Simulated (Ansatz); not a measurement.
Isolated molecules relaxed with PBE0-D4/def2-TZVP in Ansatz; ΔE leaves out vibrations. CBS: MP2 limit from def2 TZ/QZ plus the TZ coupled-cluster correction, frozen cores. This one scheme is used for every species. Functionals use def2-TZVPP. One conformer a species, not always the lowest.

Consider the formal exchange of groups at the Al–S bond: `[SiH3][CH2][AlH][S][SiH3]` + `C=C` → `C=[CH][AlH][CH2][SiH3]` + `[SiH3]S`.

```csv
level,ΔE (kcal/mol)
PBE0-D4,29.4
ωB97X-V,28.4
ωB97M-V,28.5
MP2/CBS(def2),30.3
```

(1) What does CCSD(T)/CBS give? (Best estimate.)

Largest T1 diagnostic among the species: 0.011.

## Answers

(1) The calculation gave: +29.4 kcal/mol. The listed levels differ from it by 0.0, -1.0, -0.9, 0.9 kcal/mol.

The D4 term adds +1.7 kcal/mol with B3LYP and +1.0 kcal/mol with PBE0; it sums over pairs of atoms, weighted by their polarisabilities, and B3LYP, whose exchange is more repulsive, gets the larger term.

B3LYP here is the variant with VWN-RPA as its local correlation; programs differ in this.
